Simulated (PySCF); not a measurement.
# A survey of 15N NMR shifts

Gas phase, one averaged value for each set of equivalent atoms, non-relativistic, one conformer. Shielding tensors at PBE0/pcSseg-1 (GIAO); geometry: GFN2-xTB; PySCF 2.14.0 with density-fitted response routines.

Shieldings were converted by a linear fit to measured shifts: 15N (scatter 6.3 ppm rms vs CH3NO2, solution or neat liquid). A few per cent of atoms miss by over 2 rms, more outside the fitted compound classes.

(1) Give the 15N shifts of `C/C(C=O)=C\C=C/[SiH2]C#N`, `O=Cc1ccc(N[SiH3])cc1`, `C#CC1(N[SiH2]S)CC1`, `CS[C@@H]1CC[Si@H]1C#N`, `N#C[C@@]1(F)C(F)=C1CF`, `Cc1sccc1N[SiH3]`.

(2) Order these by 15N shift, lowest first.
A. CNc1ccsc1[SiH3]
B. C=CS[Si@@H](NC)SC
C. C=CC[C@H](C#N)S[SiH3]
D. C/C(C=O)=C/C=C\[SiH2]C#N

Results:

(1) 
| compound | environment | δ (ppm) |
| --- | --- | --- |
| C/C(C=O)=C\C=C/[SiH2]C#N | nitrile nitrogen | -56.2 |
| O=Cc1ccc(N[SiH3])cc1 | aniline-type nitrogen | -326.3 |
| C#CC1(N[SiH2]S)CC1 | nitrogen bonded to C, Si, H | -354.0 |
| CS[C@@H]1CC[Si@H]1C#N | nitrile nitrogen | -54.8 |
| N#C[C@@]1(F)C(F)=C1CF | nitrile nitrogen | -108.6 |
| Cc1sccc1N[SiH3] | aniline-type nitrogen | -347.4 |

(2) B (-362.1 ppm, nitrogen bonded to C, Si, H), A (-325.7 ppm, aniline-type nitrogen), C (-111.1 ppm, nitrile nitrogen), D (-55.3 ppm, nitrile nitrogen).
